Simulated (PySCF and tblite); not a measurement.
C8H6O2, numbered as in [CH:1]#[C:2][C:3]1=[C:4]([C:5](=[O:6])[OH:7])[CH:8]=[CH:9][CH2:10]1. Search: ETKDG, MMFF94s, GFN2-xTB, 90 starts; geometries at GFN2-xTB. Weights use PBE0-D3(BJ)/def2-SVP (IEF-PCM, benzene) energies plus GFN2-xTB zero-point and thermal terms (modes under about 100 cm⁻¹ blended into free rotors). Symmetry numbers and mirror images are counted. Conformers within 3 kcal/mol (GFN2-xTB free energy) were kept, 4 at most. GIAO shieldings: mPW1PW91/pcSseg-1 (IEF-PCM, benzene). Couplings: B3LYP/6-31G* with pcJ-1 on H (gas phase; spin-dipole term only for pairs with B, N, F, Si or P). H–H couplings come out 0.1 to 0.9 Hz lower than with pcJ-1 on all atoms. Shifts are against TMS (¹H), TMS (¹³C) at the same level. (PySCF 2.14, tblite 0.8.)

Torsions listed: C3–C4–C5–O7, O6–C5–O7–H7. The 5-ring runs over atoms 3–4–8–9–10.

Two conformers hold nearly all the population. I: 5-ring flat; 0°, 0°; δ(C3) = 145.63 ppm. II: 5-ring flat; 180°, 0°; δ(C3) = 148.82 ppm. The average over the ensemble at 298.15 K is 147.09 ppm.

Problem. What populations and free-energy difference follow from a two-state model?

Solution. p(I) = (147.09 − 148.82)/(145.63 − 148.82) = 0.54, so K = p(II)/p(I) = 0.84 and G(II) − G(I) = −RT ln K = 0.10 kcal/mol. The weights computed directly are 54.0 % and 46.0 %.

The minima are those of GFN2-xTB; planar forms about aryl–S or allylic bonds may be saddles in DFT.


Conformer gaps in def2-SVP on xTB geometries can be 2 kcal/mol too large for S=O, P=O and other polar bonds.